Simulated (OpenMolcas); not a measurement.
**4d5 along the 41-electron sequence**

| Property | Result |
| --- | --- |
| Program | OpenMolcas |
| Method | SS-CASPT2, IPEA 0.25 Eh, imaginary shift 0.1 Eh |
| Basis | ANO-RCC-VQZP |
| Scalar Hamiltonian | DKH2, point nucleus |
| Spin-orbit coupling | state interaction with AMFI integrals over the reference wave functions, term energies averaged over their components |

Active space for each ion: 5 electrons in 5 orbitals (4d); closed shells correlated by CASPT2: 4s 4p.

Computed levels in cm-1 above 6S 5/2:

```tsv
Level	Mo+	Tc2+	Ru3+	Rh4+	Pd5+	Ag6+
4G 5/2	16240	20060	23270	26050	28670	31170
4G 7/2	16330	20210	23500	26410	29210	32010
4G 11/2	16360	20260	23570	26520	29380	32260
4G 9/2	16380	20300	23640	26620	29520	32460
4P 3/2	17920	22500	26140	29240	32160	34860
4P 1/2	18270	23000	26840	30190	33380	36380
4D 7/2	19000	23950	27960	31480	34860	38270
4D 1/2	19370	24530	28820	32690	36470	40290
4D 3/2	19650	24940	29380	33400	37360	41340
weight of 6S in the lowest level (%)	99	99	99	99	98	98
```

Mixed levels, with the weight of the term that names them: Mo+ 4P 3/2 (65 %), Mo+ 4D 3/2 (64 %), Tc2+ 4P 3/2 (62 %), Tc2+ 4P 1/2 (75 %), Tc2+ 4D 1/2 (75 %), Tc2+ 4D 3/2 (62 %), Ru3+ 4P 3/2 (59 %), Ru3+ 4P 1/2 (71 %), Ru3+ 4D 1/2 (72 %), Ru3+ 4D 3/2 (59 %), Rh4+ 4P 3/2 (57 %), Rh4+ 4P 1/2 (68 %), Rh4+ 4D 1/2 (69 %), Rh4+ 4D 3/2 (56 %), Pd5+ 4P 3/2 (55 %), Pd5+ 4P 1/2 (66 %), Pd5+ 4D 1/2 (67 %), Pd5+ 4D 3/2 (54 %), Ag6+ 4P 3/2 (55 %), Ag6+ 4P 1/2 (68 %), Ag6+ 4D 1/2 (69 %), Ag6+ 4D 3/2 (55 %).

Measured, with the error of the calculation in %. Measured levels: Mo+ from NIST Handbook of Basic Atomic Spectroscopic Data; Ag6+ from the list in Gamrath, thesis, University of Mons (2023).

```json
{"Level": "4G 5/2", "Mo+": "15199 (+6.8)", "Ag6+": "29390 (+6.1)"}
{"Level": "4G 7/2", "Mo+": "15331 (+6.5)", "Ag6+": "30378 (+5.4)"}
{"Level": "4G 11/2", "Mo+": "15447 (+5.9)", "Ag6+": "30662 (+5.2)"}
{"Level": "4G 9/2", "Mo+": "15428 (+6.2)", "Ag6+": "30907 (+5.0)"}
{"Level": "4P 3/2", "Mo+": "", "Ag6+": "32994 (+5.7)"}
{"Level": "4P 1/2", "Mo+": "", "Ag6+": "34605 (+5.1)"}
{"Level": "4D 7/2", "Mo+": "", "Ag6+": "36485 (+4.9)"}
{"Level": "4D 1/2", "Mo+": "", "Ag6+": "38685 (+4.2)"}
```

4G 5/2 changes by a factor of 1.92 over the same range, with steps per unit of Z of +3820, +3210, +2780, +2620, +2500 cm-1.

CASPT2 breaks the degeneracy within a term, and the mean is taken; among the terms shown or strongly mixed into the levels shown the widest spread is 110 cm-1 (4d5 4G, Mo+). Some high roots are left out of the spin-orbit mixing, which shifts the levels that they would mix with (holds for Mo+). Configurations with an s electron lie low at this charge and mix in, so terms can be misplaced (holds for Mo+). Levels of configurations with an s electron are missing; early in the row they begin among the upper levels of the d shell and mix with terms of their name (holds for Tc2+). Measured partners are found by configuration, term and J. A level has none where our copy of the source lacks it or the pairing is in doubt (some pairs that miss far off the trend of their configuration count as doubtful), and it then counts in no deviation. Levels of configurations outside the active space are missing.
